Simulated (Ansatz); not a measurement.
Reaction (substitution at a C–C bond): `SC[CH2][SnH3]` + CH₃NH₂ → `CN[CH2][SnH3]` + CH₃SH

Program: Ansatz. Geometries: PBE0-D4/def2-TZVP. ΔE: electronic, gas phase. CBS: MP2 limit from def2 TZ/QZ plus the TZ coupled-cluster correction, frozen cores. This one scheme is used for every species. Functionals use def2-TZVPP. Elements past krypton have def2 core potentials. For Sn outer-core shells are correlated without core-valence functions, which leaves a few kJ/mol of doubt a bond. Each species was taken in one conformer, which may not be the lowest.

```json
{"level": "ωB97M-V", "ΔE (kJ/mol)": "30.0"}
{"level": "HF/CBS(def2)", "ΔE (kJ/mol)": "28.2"}
```

Q: What does CCSD(T)/CBS give? (An estimate is asked.)

A: The calculation gave: +34.3 kJ/mol. The listed levels differ from it by -4.3, -6.1 kJ/mol.

Largest T1 diagnostic among the species: 0.012.

In def2-TZVPP, CCSD(T) changes the Hartree–Fock value by +4.2 kJ/mol (the triples alone add +0.4 kJ/mol) and MP2 by +7.4 kJ/mol.
